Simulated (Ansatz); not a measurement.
One change: `C=N[SiH](C)Cl` becomes `C[SiH](Cl)CCl`.

Ansatz, PBE0-D4/def2-TZVP geometries, multiplicity 1. Each molecule was computed in one conformer, which needn't be the lowest.

```
                             property  `C=N[SiH](C)Cl`
  HOMO energy (B3LYP/def2-TZVPP) / eV            -7.18
    LUMO energy (PBE/def2-TZVPP) / eV            -2.23
  HOMO–LUMO gap (PBE/def2-TZVPP) / eV             3.77
LUMO energy (ωB97M-V/def2-TZVPP) / eV             1.11
   LUMO energy (PBE0/def2-TZVPP) / eV            -1.11
   HOMO energy (PBE0/def2-TZVPP) / eV            -7.39
```

(1) What does the change do to each property? (Best estimate.)

Results:

(1) Computed: 
| property | `C[SiH](Cl)CCl` | shift |
| --- | --- | --- |
| HOMO energy (B3LYP/def2-TZVPP) / eV | -7.94 | -0.76 |
| LUMO energy (PBE/def2-TZVPP) / eV | -0.90 | 1.33 |
| HOMO–LUMO gap (PBE/def2-TZVPP) / eV | 5.94 | 2.17 |
| LUMO energy (ωB97M-V/def2-TZVPP) / eV | 2.14 | 1.03 |
| LUMO energy (PBE0/def2-TZVPP) / eV | 0.15 | 1.26 |
| HOMO energy (PBE0/def2-TZVPP) / eV | -8.18 | -0.79 |

With PBE0 the HOMO falls by 0.79 eV and the LUMO rises by 1.26 eV, so the gap widens by about 2.05 eV. PBE moves the HOMO by -0.85 eV and ωB97M-V by -0.69 eV.

B3LYP here is the variant with VWN-RPA as its local correlation; programs differ in this.
